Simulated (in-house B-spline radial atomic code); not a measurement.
**RPA and G0W0 on HSE06: Ce7+**

Configuration [Kr] 4d10 5s2 5p3, highest spin, mean-field start HSE06. Computed with a B-spline radial code for spherical atoms: all electrons, scalar-relativistic (spin-free one-electron X2C), finite nucleus, each spin shell either full or empty, empty states to l = 9 with an (l + 1/2)⁻⁴ tail; G0W0 by contour deformation at full frequency.

Spin-orbit coupling, left out, splits p levels strongly here.

Command:
```bash
python run_gw.py task.json out
```
Settings (radii: box in bohr, nucleus in fm):
```
Z                        58
electrons                51
configuration            [Kr] 4d10 5s2 5p3
hamiltonian              x2c
method                   hse06
lmax                     9
rms_radius               4.8771
spin_polarised           True
box_radius               8.41
intervals                66
```

Time taken, with all properties: 9.8 s on 1 thread of Arm Neoverse N1, on a shared host.

Energies (hartree):

| term | value |
| --- | --- |
| mean-field total | -8847.78382 |
| Hartree-Fock functional on these orbitals | -8845.20637 |
| direct second order | -4.6568 |
| second-order exchange | 1.2755 |
| SOSEX correction | 1.1983 |

What is the RPA correlation energy, and what remains with SOSEX?

RPA gives -4.1364 hartree (-2.21 eV per electron); RPA + SOSEX gives -2.9381, and the second-order doubles -3.3813 hartree (no singles). SOSEX takes back 29 % of the RPA value.

Quasi-particle levels (eV):

| level | occupied | mean field | Σx - vxc | Σc | QP weight | G0W0 |
| --- | --- | --- | --- | --- | --- | --- |
| 5p up | yes | -104.22 | -5.26 | ? | ? | ? |
| 5s down | yes | -120.70 | -2.70 | -3.35 | 0.964 | -126.75 |
| 4d down | yes | -206.43 | -11.50 | 1.47 | 0.942 | -216.46 |
| 5p down | no | -97.66 | 7.60 | -3.15 | 0.934 | -93.21 |

G0W0 = mean field + (Σx - vxc) + Σc, with Σc (partial-wave tail included) taken at the quasi-particle energy. Only the outer levels were computed. Levels of low weight are left out.

Where does G0W0 put 5p up?

At -110.25 eV, with Σc = -0.77 eV and a quasi-particle weight of 0.931. The tabulated removal energy is 106 ± 2.1 eV (NIST, tabulated theory); the calculation leaves out spin-orbit coupling, Breit and QED terms, and what these don't explain is the method's own error.
